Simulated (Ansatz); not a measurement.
Stepwise reaction of `C[Si](Cl)(Cl)Cl` with hydrogen, as a gas-phase model of exchange steps in deposition or etching. ΔE in kJ/mol; ΔG adds harmonic PBE0-D4 terms to CCSD(T)/CBS, at 1 bar.

Gas-phase electronic energies from Ansatz, PBE0-D4/def2-TZVP geometries. CCSD(T)/CBS is the MP2 limit (def2-TZVPP, def2-QZVPP) plus CCSD(T) − MP2 in def2-TZVPP, frozen cores. This one scheme is used for every species. Functionals use def2-TZVPP. B3LYP here is the variant with VWN-RPA as its local correlation; programs differ in this.

```tsv
step	reaction	PBE-D4	B3LYP-D4	ωB97M-V	CCSD(T)/CBS	ΔG(500 K)
1	`C[Si](Cl)(Cl)Cl` + H₂ → `C[SiH](Cl)Cl` + HCl	82.6	80.5	82.3	80.2	68.5
2	`C[SiH](Cl)Cl` + H₂ → `C[SiH2]Cl` + HCl	85.8	84.0	86.1	84.8	78.0
3	`C[SiH2]Cl` + H₂ → `C[SiH3]` + HCl	80.8	80.4	82.6	82.4	80.4
```

Task: By hand: ΔE of the 3 steps together at CCSD(T)/CBS.

Result: (80.2) + (84.8) + (82.4) = 247.4 kJ/mol, or 82.5 kJ/mol a step.

In ΔE the steps differ by no more than 4.6 kJ/mol. All are uphill at CCSD(T)/CBS. ΔG lies between 68.5 and 80.4 kJ/mol a step. PBE-D4 differs from CCSD(T)/CBS by -1.6 to 2.4 kJ/mol a step. Isolated molecules leave out the surface, adducts and barriers. Largest T1 diagnostic: 0.010.
